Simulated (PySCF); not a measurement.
C3HF7O3S.
Atom-mapped SMILES: `[O:1]=[S:2](=[O:3])([OH:4])[C:5]([F:6])([F:7])[C:8]([F:9])([F:10])[C:11]([F:12])([F:13])[F:14]` (hydrogens: H15 on O4)

Cartesian coordinates in Å at the PBE0-D3(BJ)/def2-SVP level; atoms count from 1:
```xyz
15
C3HF7O3S angstrom
O     -2.803   -1.459    0.193
S     -2.062   -0.324   -0.283
O     -2.229    0.267   -1.591
O     -2.184    0.812    0.843
C     -0.258   -0.771   -0.101
F     -0.005   -0.926    1.196
F     -0.079   -1.923   -0.735
C      0.685    0.296   -0.705
F      0.241    1.521   -0.355
F      0.675    0.187   -2.027
C      2.150    0.183   -0.209
F      2.240    0.595    1.043
F      2.561   -1.073   -0.290
F      2.920    0.941   -0.970
H     -1.875    1.655    0.471
```

The closed-shell ground state was solved at several levels (PySCF, density fitting, gas phase, non-relativistic).

```csv
level,basis functions,HOMO (eV),LUMO (eV),gap (eV),dipole (D)
PBE0/pcSseg-1,250,-9.86,-0.24,9.62,2.88
KT3/pcSseg-2,525,-8.43,-1.43,7.00,2.72
```

Task: What might B3LYP/def2-SVPD (325 basis functions) give for the same quantities?

Result: HOMO -9.78 eV, LUMO -0.79 eV, gap 8.99 eV, dipole 2.84 D.

Task: Over all these levels, which gives the widest orbital gap and which the narrowest?

Result: PBE0/pcSseg-1 (global hybrid, 25 % exact exchange) has the widest, 9.62 eV, and KT3/pcSseg-2 (GGA) the narrowest, 7.00 eV. Functional and basis both differ between the two, so the spread mixes both effects.

Task: How far do the dipole and the HOMO energy spread over the levels?

Result: The dipole runs from 2.72 to 2.88 D (mean 2.81 D) and the HOMO from -9.86 to -8.43 eV.

One conformer stands for the species.
